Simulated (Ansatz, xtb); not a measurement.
Two structures of AlFGaGeH3

We compare X, a singlet given by its coordinates, with Y, `[F][AlH][GeH2][Ga]`, a singlet. Both are isolated molecules in the gas phase, relaxed with B3LYP/6-31G*; the shapes shown needn't be the lowest conformers.

X (Å):

```csv
atom,x (Å),y (Å),z (Å)
Al,1.0281,0.4885,-1.5172
F,0.7097,0.0016,-3.0818
Ga,-1.3444,-0.2969,0.3147
Ge,0.8541,-1.0897,0.4661
H,-0.2454,-1.9700,-0.4471
H,1.7168,1.9219,-1.4099
H,-2.9178,-0.1849,0.1018
```

Close contacts (Å): Al1–F2 1.67, Al1–Ga3 3.10, Al1–Ge4 2.54, Ga3–Ge4 2.34, Al1–H6 1.59, Ga3–H5 2.14, Ga3–H7 1.59, Ge4–H5 1.68.

Y (Å):

```xyz
7

Al   -0.4805   -1.8035   -1.0833
F    -2.0617   -2.2338   -0.5097
Ga   -2.9999   -0.2584    0.4518
Ge   -0.7840    0.6315   -0.8608
H     0.4249   -3.1037   -1.2827
H     0.5398    1.4006   -0.5670
H    -1.1683    1.0601   -2.3206
```

Question: Which of the two would you expect CCSD(T)/def2-SVP + ΔMP2/def2-TZVPP electronic energies to favour?

Answer: Not settled: CCSD(T)/def2-SVP + ΔMP2/def2-TZVPP gives E(Y) − E(X) = +1.29 kcal/mol, but this leans on the basis-set step: CCSD(T) alone gives −3.08 kcal/mol.

Level by level:

```json
{"level": "B3LYP/6-31G*", "geometry": "B3LYP/6-31G*", "E(Y) − E(X) (kcal/mol)": "−6.02", "departure from the last row (kcal/mol)": "−7.31", "job, with rough time for the two": "optimisation, 90 s"}
{"level": "HF/def2-SVP", "geometry": "B3LYP/6-31G*", "E(Y) − E(X) (kcal/mol)": "−10.21", "departure from the last row (kcal/mol)": "−11.49", "job, with rough time for the two": "part of the CCSD(T) run"}
{"level": "MP2/def2-SVP", "geometry": "B3LYP/6-31G*", "E(Y) − E(X) (kcal/mol)": "+0.20", "departure from the last row (kcal/mol)": "−1.09", "job, with rough time for the two": "part of the CCSD(T) run"}
{"level": "CCSD(T)/def2-SVP", "geometry": "B3LYP/6-31G*", "E(Y) − E(X) (kcal/mol)": "−3.08", "departure from the last row (kcal/mol)": "−4.36", "job, with rough time for the two": "single point"}
{"level": "CCSD(T)/def2-SVP + ΔMP2/def2-TZVPP", "geometry": "B3LYP/6-31G*", "E(Y) − E(X) (kcal/mol)": "+1.29", "departure from the last row (kcal/mol)": "", "job, with rough time for the two": "single point, 22 s"}
```

B3LYP/6-31G*, HF/def2-SVP, CCSD(T)/def2-SVP put the two in the other order. MP2/def2-SVP finds them nearly level. The largest departure from CCSD(T)/def2-SVP + ΔMP2/def2-TZVPP is that of HF/def2-SVP, 11.49 kcal/mol. Levels run at GFN2-xTB geometries aren't shown. The last row adds to CCSD(T) the change of the MP2 difference between the two basis sets, here +4.36 kcal/mol, a large step that makes the value less sure.

With harmonic frequencies from B3LYP/6-31G* (ideal gas, rigid rotor, one conformer each, 298.15 K, 1 atm): on the last row, ΔE + ΔZPE = +1.84 kcal/mol. A mode under 50 cm⁻¹ makes harmonic enthalpies and free energies unreliable, so none is given.

The correlated steps freeze 24 core orbitals; the filled d shell of Ga and Ge is correlated, in a basis made for valence electrons. Run with Ansatz 0.2.0; the last row on 2 threads of Intel(R) Xeon(R) 6975P-C (Granite Rapids) on a shared host.
